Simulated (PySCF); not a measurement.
Static polarisabilities and like-pair C6 coefficients by linear response at wB97X-D/def2-SVPD (PySCF, frozen core in the response, non-relativistic, gas phase), PBE0-D3(BJ)/def2-SVP geometries, one conformer each; atomic units unless stated.

```tsv
species	electrons	α
`CO[C@@H]1C/C1=C(\F)Cl`	70	79.2
`[SiH3]C[C@@H]1C=C[C@@H]2C[C@@H]21`	68	103.4
`BOBOC(C)C`	54	73.8
`CO[Si@H](C)C#N`	54	68.1
`CSc1ccc(C)cc1`	74	117.7
`C#C[C@@]1(C2CCC2)CS1`	74	107.9
```

Task: Estimate each like-pair C6, largest first.

Result: 
```tsv
species	C6	ω̄ = 4·C6/(3α²) (eV)
`CSc1ccc(C)cc1`	4999	13.1
`C#C[C@@]1(C2CCC2)CS1`	4647	14.5
`[SiH3]C[C@@H]1C=C[C@@H]2C[C@@H]21`	4240	14.4
`CO[C@@H]1C/C1=C(\F)Cl`	2662	15.4
`BOBOC(C)C`	2346	15.6
`CO[Si@H](C)C#N`	1932	15.1
```

The order is that of α. London's effective excitation energy ω̄ runs from 13.1 to 15.6 eV here.
